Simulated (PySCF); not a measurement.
Computed IR spectrum (relative IR intensity) of a molecule C4H9NSi. Coordinates come from a PBE-D3(BJ)/def2-SVP optimisation. One conformer was computed; it need not be the lowest. Method: PBE-D3(BJ)/def2-SVP (PySCF). Frequencies are harmonic and unscaled.

```json
[
 {"ν (cm⁻¹)": "155", "relative intensity": "2.1"},
 {"ν (cm⁻¹)": "198", "relative intensity": "3.2"},
 {"ν (cm⁻¹)": "256", "relative intensity": "26"},
 {"ν (cm⁻¹)": "318", "relative intensity": "9.5"},
 {"ν (cm⁻¹)": "406", "relative intensity": "2.0"},
 {"ν (cm⁻¹)": "504", "relative intensity": "14"},
 {"ν (cm⁻¹)": "548", "relative intensity": "24"},
 {"ν (cm⁻¹)": "637", "relative intensity": "3.1"},
 {"ν (cm⁻¹)": "694", "relative intensity": "12"},
 {"ν (cm⁻¹)": "746", "relative intensity": "46"},
 {"ν (cm⁻¹)": "811", "relative intensity": "100"},
 {"ν (cm⁻¹)": "873", "relative intensity": "41"},
 {"ν (cm⁻¹)": "908", "relative intensity": "53"},
 {"ν (cm⁻¹)": "989", "relative intensity": "3.6"},
 {"ν (cm⁻¹)": "1053", "relative intensity": "7.3"},
 {"ν (cm⁻¹)": "1062", "relative intensity": "8.3"},
 {"ν (cm⁻¹)": "1216", "relative intensity": "2.8"},
 {"ν (cm⁻¹)": "1389", "relative intensity": "8.5"},
 {"ν (cm⁻¹)": "1413", "relative intensity": "3.2"},
 {"ν (cm⁻¹)": "1584", "relative intensity": "6.8"},
 {"ν (cm⁻¹)": "2151", "relative intensity": "62"},
 {"ν (cm⁻¹)": "2170", "relative intensity": "52"},
 {"ν (cm⁻¹)": "2220", "relative intensity": "37"},
 {"ν (cm⁻¹)": "2854", "relative intensity": "36"},
 {"ν (cm⁻¹)": "2959", "relative intensity": "9.5"},
 {"ν (cm⁻¹)": "2982", "relative intensity": "8.3"},
 {"ν (cm⁻¹)": "3044", "relative intensity": "2.3"},
 {"ν (cm⁻¹)": "3397", "relative intensity": "2.2"}
]
```

Q: Pick the molecule that these values belong to.
(A) C#C[C@H]([SiH3])NC
(B) C#CCCN[SiH3]
(C) CC#C[SiH2]CN
(D) [SiH3]N1C=CCC1

A: C, CC#C[SiH2]CN
